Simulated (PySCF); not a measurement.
Species: CH₅AsBN.
Geometry (PBE0-D3(BJ)/def2-SVP, Å), atoms numbered from 1 in this order:
```
atom  x, y, z in Å
N1     1.9889    1.9345    0.5263
C2     1.5243    0.9652    0.0878
B3     0.8513   -0.3278   -0.4789
As4   -1.0929   -0.2303    0.2106
H5     0.7156   -0.3470   -1.6874
H6     1.2612   -1.3683   -0.0008
H7    -1.3080   -0.2020    1.7004
H8    -2.0011   -1.3652   -0.1818
H9    -1.9272    0.9519   -0.2055
```

Computed, not measured: TDDFT wB97X-D/def2-SVPD, vertical, gas phase, core orbitals frozen in the response in PySCF. Relativistic effects, spin–orbit coupling among them, are left out although an element past zinc is present.

Frontier orbitals with the atoms that hold most of them (Löwdin shares over 4%, at most four atoms; ? is withheld):

```csv
orbital,ε (eV),atoms
HOMO-3,-12.24,"B3 27%, C2 21%, N1 17%, H6 12%"
HOMO-2,-11.56,"N1 70%, C2 18%, B3 7%"
HOMO-1,-10.45,"N1 34%, C2 26%, As4 14%, B3 12%"
HOMO,?,?
LUMO,0.94,?
LUMO+1,1.40,"As4 46%, H7 12%, H9 12%, H8 12%"
LUMO+2,1.52,"As4 48%, H9 16%, H7 16%, H8 8%"
```

Which atoms hold the LUMO, and with what shares?

As4 (bonded to B and 3 H) 31%; H8 (bonded to As) 20%; B3 (bonded to As, C and 2 H) 12%; H9 (bonded to As) 11%. By element: hydrogen 31% or more, arsenic 31%, boron 12%.

Which atoms hold the HOMO, and with what shares?

N1 (bonded to C) 36%; C2 (bonded to B and N) 27%; B3 (bonded to As, C and 2 H) 17%; H6 (bonded to B) 9%.

What is the HOMO energy, and the HOMO–LUMO gap?

ε(HOMO) = -10.41 eV; the gap is 11.35 eV (0.4171 hartree).

How does S1 compare with the orbital gap of 11.35 eV?

S1 is at 6.75 eV (f = 0.0001), 4.60 eV below the gap, made of HOMO→LUMO (54%), HOMO→LUMO+1 (15%). Without the coupling terms of the response equations the lowest excitation would equal the gap.

Next come S2 at 7.18 eV (f 0.110), HOMO-1→LUMO (52%), HOMO→LUMO+4 (15%), HOMO-1→LUMO+1 (14%); S3 at 7.60 eV (f 0.035), HOMO-1→LUMO+1 (68%), HOMO-1→LUMO (13%); S4 at 7.61 eV (f 0.0019), HOMO-1→LUMO+2 (40%), HOMO-1→LUMO+4 (39%); S5 at 7.74 eV (f 0.0005), HOMO→LUMO+1 (72%), HOMO→LUMO (9%), HOMO→LUMO+3 (8%).

Löwdin shares depend on the basis, the more so with diffuse functions.
